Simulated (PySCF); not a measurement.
# From computed data to an observable: chemical shift, span and skew from a shielding tensor

As₂BFH₄, SMILES FB([AsH2])[AsH2]. Atoms are numbered in the order given.

```xyz
8

B      0.0000     0.0000     0.6809
As     1.8031     0.0627    -0.2972
H      2.4315    -1.0714     0.5094
H      1.3448    -0.8390    -1.4390
As    -1.8031    -0.0627    -0.2972
H     -2.4315     1.0714     0.5094
H     -1.3448     0.8390    -1.4390
F      0.0000     0.0000     2.0076
```
Charge 0, spin multiplicity 1.

The structure is a stationary point at B3LYP-D3(BJ)/def2-SVP. This is a generated structure with no PubChem entry under its InChIKey; it may be hypothetical.

GIAO shieldings from PBE0/pcSseg-1 (PySCF), non-relativistic, no solvent. The symmetric part of the tensor of F8 has the principal values -125.9, -46.1, 485.4 ppm. The same nucleus in CFCl3 has σ = 167.2 ppm at this level (PySCF, at its B3LYP-D3(BJ)/def2-TZVP geometry).

### Question
Work out the isotropic shielding, the ¹⁹F shift against CFCl3, the span and the skew.

### Answer

σ(iso) = (σ11 + σ22 + σ33)/3 = 104.5 ppm. δ = σ(ref) − σ(iso) = 167.2 − (104.5) = 62.7 ppm.
Span Ω = σ33 − σ11 = 611.3 ppm. Skew κ = 3(σ(iso) − σ22)/Ω = 0.74. Tumbling in solution averages the tensor to δ; in a static solid the shielding alone would spread this spin-1/2 line over Ω.
